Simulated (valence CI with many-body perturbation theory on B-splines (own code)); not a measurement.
# Os XLV: calculated level list

Method: configuration interaction combined with many-body perturbation theory (CI+MBPT): four valence electrons over a frozen Dirac-Fock core [Ar] 3d10, radial functions for each j: 11 s, 11 p, 10 d, 8 f, 5 g, 2 h, with the one-electron correlation potential Σ1 (screened to all orders), the two-electron term Σ2, the three-electron term Σ3, Breit, model QED; selected single and double excitations, second order for the rest, scaled by the run's own slope (own B-spline code, finite nucleus).

The last digits are not significant, and no measured levels were compared; by estimate large intervals hold to a few tenths of a per cent, small ones and those within an open d or f shell to about a per cent. Among the levels kept, up to 430 cm⁻¹ of a level comes from second order outside the variational space, and about a tenth of that is noise between levels of different J, which matters for small intervals.

Levels 181 to 188 of 188, with energies above the lowest level, (4s^2 4p1/2^2) J=0. "Leading %" is the weight of the configuration and term that name the level; weights of strongly mixed levels are sums over their largest components and can fall short. In the jj column 3d3/2^4 stands for four electrons in 3d with j = 3/2.

```tsv
No.	Configuration	Term	J	E (eV)	Leading %	Second component	Leading jj
181	4s 4p 4d2	3P°	0	708.58	36	21 % 4p3 4d 3P°	4s 4p1/2 4d5/2^2 (45 %)
182	4s 4p2 4f	3G°	5	708.96	25	15 % 4s 4p2 4f 3H°	4s 4p1/2 4p3/2 4f7/2 (31 %)
183	4p3 4d	3D°	3	710.37	24	23 % 4p3 4d 3F°	4p1/2 4p3/2^2 4d3/2 (44 %)
184	4s 4p2 4f	3P°	2	712.43	20	16 % 4s 4p2 4f 1D°	4s 4p1/2 4p3/2 4f7/2 (44 %)
185	4s 4p 4d2	3P°	1	713.20	33	12 % 4s 4p 4d2 1P°	4s 4p1/2 4d5/2^2 (62 %)
186	4s 4p2 4f	3H°	4	713.86	25	15 % 4s 4p 4d2 3H°	4s 4p1/2 4p3/2 4f5/2 (35 %)
187	4s 4p 4d2	3D°	1	714.72	12	10 % 4s 4p2 4f 3D°	4s 4p1/2 4d5/2^2 (62 %)
188	4s 4p2 4f	3F°	3	714.98	23	20 % 4s 4p2 4f 1F°	4s 4p1/2 4p3/2 4f7/2 (70 %)
```

Where two levels of one J and parity lie close, their mixing, g and order are uncertain.
